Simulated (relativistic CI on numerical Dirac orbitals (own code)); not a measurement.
**Level scheme of Ag XLIV**

Computed by Dirac-Coulomb-Breit CI, KLI orbitals optimised for each configuration, QED by a radiative potential, unscaled Slater integrals (own radial code, finite nucleus).

Configurations in the expansion (outside the closed core 1s2): 2s2, 2s 2p, 2p2, 2p 3s, 2p 3p, 2s 3s, 2s 3p, 2s 3d, 2s 4s, 2s 4p, 2s 4d, 2s 4f, 2s 5s, 3s2, 2s 5p, 2s 5d, 2s 5f, 2s 5g, 3s 3p, 3p2. Levels of other configurations are missing.

| No. | Configuration | Term | J | E (Ry) | % | Landé g | Lifetime (s) |
| --- | --- | --- | --- | --- | --- | --- | --- |
| 1 | 2s2 | 1S | 0 | 0.000 | 97 |  |  |
| 2 | 2s 2p | 3P° | 0 | 6.381 | 100 |  |  |
| 3 | 2s 2p | 3P° | 1 | 7.743 | 80 | 1.382 | 7.54e-10 |
| 4 | 2p2 | 3P | 0 | 18.483 | 74 |  | 3.11e-11 |
| 5 | 2s 2p | 3P° | 2 | 21.053 | 100 | 1.486 | 3.02e-08 |
| 6 | 2s 2p | 1P° | 1 | 25.241 | 80 | 1.087 | 3.97e-12 |
| 7 | 2p2 | 3P | 1 | 31.401 | 100 | 1.488 | 5.24e-12 |
| 8 | 2p2 | 1D | 2 | 32.430 | 61 | 1.182 | 6.74e-12 |
| 9 | 2p2 | 3P | 2 | 46.686 | 61 | 1.289 | 3.29e-12 |
| 10 | 2p2 | 1S | 0 | 49.869 | 73 |  | 2.28e-12 |
| 11 | 2s 3s | 3S | 1 | 293.558 | 99 | 1.988 | 2.23e-14 |
| 12 | 2s 3s | 1S | 0 | 294.873 | 98 |  | 4.10e-14 |
| 13 | 2s 3p | 3P° | 0 | 296.704 | 100 |  | 3.69e-12 |
| 14 | 2s 3p | 3P° | 1 | 296.765 | 68 | 1.327 | 1.66e-14 |
| 15 | 2s 3p | 1P° | 1 | 300.498 | 41 | 1.219 | 1.23e-14 |
| 16 | 2s 3p | 3P° | 2 | 301.008 | 100 | 1.492 | 4.31e-12 |
| 17 | 2p 3s | 3P° | 0 | 301.702 | 100 |  | 3.93e-14 |
| 18 | 2s 3d | 3D | 1 | 302.269 | 84 | 0.514 | 2.90e-15 |
| 19 | 2p 3s | 3P° | 1 | 302.623 | 48 | 1.272 | 1.55e-14 |
| 20 | 2s 3d | 3D | 2 | 302.755 | 88 | 1.138 | 3.50e-15 |
| 21 | 2s 3d | 3D | 3 | 303.785 | 100 | 1.326 | 3.74e-15 |
| 22 | 2p 3p | 3D | 1 | 303.934 | 60 | 0.637 | 4.61e-14 |
| 23 | 2s 3d | 1D | 2 | 304.673 | 87 | 1.017 | 4.30e-15 |
| 24 | 2p 3p | 3P | 0 | 305.699 | 71 |  | 9.89e-15 |
| 25 | 2p 3p | 3P | 1 | 308.767 | 46 | 1.482 | 1.29e-14 |
| 26 | 2p 3p | 3D | 2 | 308.889 | 57 | 1.162 | 1.23e-14 |
| 27 | 2p 3s | 3P° | 2 | 316.637 | 100 | 1.488 | 4.27e-14 |
| 28 | 2p 3s | 1P° | 1 | 317.165 | 68 | 1.138 | 2.42e-14 |
| 29 | 2p 3p | 3P | 1 | 319.414 | 54 | 1.435 | 1.08e-14 |
| 30 | 2p 3p | 3D | 2 | 319.581 | 42 | 1.177 | 1.03e-14 |

Energies count from the lowest computed level; ° marks odd parity; lifetimes are radiative, by E1, M1, E2, M2 decay to levels of this space only; some are left blank where a channel outside the calculation adds to the decay or the decay crosses a small, uncertain gap.

The mean weight of the leading LS term, summed over parents, in these 30 levels is 78 %, and that of the leading jj configuration (from the same eigenvectors) 95 %, so jj coupling describes them better and the LS labels are nominal.

At this charge energies of transitions that change n are usually good to better than 1 %, and those within a shell (Δn = 0) to a few per cent.

LS names give the leading component of a level, which can be under half, so a name can repeat, a term be missing and a line seem to break the LS rules.
